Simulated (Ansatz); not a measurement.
C2H7BSSi, relaxed with RKS PBE-D4/def2-SVP in Ansatz from a rough embedded geometry. The force threshold is 0.03 eV/Å; the program also tests the step.

Total charge 0; spin multiplicity 1. The bonds changed during the relaxation, so this is another structure than the one it started from.

Start:

```xyz
12

B     1.295    0.487   -1.344
Si    0.792   -1.258   -0.594
S    -1.317   -1.282   -0.241
C    -1.207   -0.090    1.162
C    -1.365    1.155    1.052
H     1.194    1.447   -0.743
H     1.856    0.510   -2.416
H     1.140   -2.284   -1.548
H     1.502   -1.490    0.625
H    -1.025   -0.591    2.124
H    -1.567    1.579    0.041
H    -1.298    1.817    1.882
```

```tsv
step	energy (eV)	largest force (eV/Å)	largest move (Å)
1	-21554.5921	6.270	0.000
2	-21555.0618	1.439	0.191
3	-21555.1438	0.561	0.141
4	-21555.1855	0.222	0.074
5	-21555.2010	0.141	0.062
6	-21555.2402	0.626	0.195
7	-21555.2766	0.977	0.196
8	-21555.3381	0.917	0.196
9	-21555.4753	0.387	0.195
10	-21555.6402	0.652	0.195
11 (rejected)	-21555.6158	1.059	0.195
12	-21555.6952	0.325	0.097
13	-21555.7084	0.115	0.054
14	-21555.7112	0.047	0.042
15	-21555.7118	0.055	0.036
16	-21555.7123	0.020	0.013
```

End:

```xyz
12

B     1.144    0.322   -1.319
Si    1.344   -1.497   -0.585
S    -0.681   -0.439   -0.756
C    -0.969    0.158    0.908
C    -1.632    1.300    1.144
H     1.447    1.269   -0.623
H     1.115    0.409   -2.533
H     1.197   -2.783   -1.351
H     1.471   -1.812    0.882
H    -0.614   -0.494    1.723
H    -1.985    1.953    0.330
H    -1.836    1.613    2.180
```

Run time 21 s (4 threads of an Intel Xeon Platinum 8488C on a shared host); peak host memory 0.18 GiB.
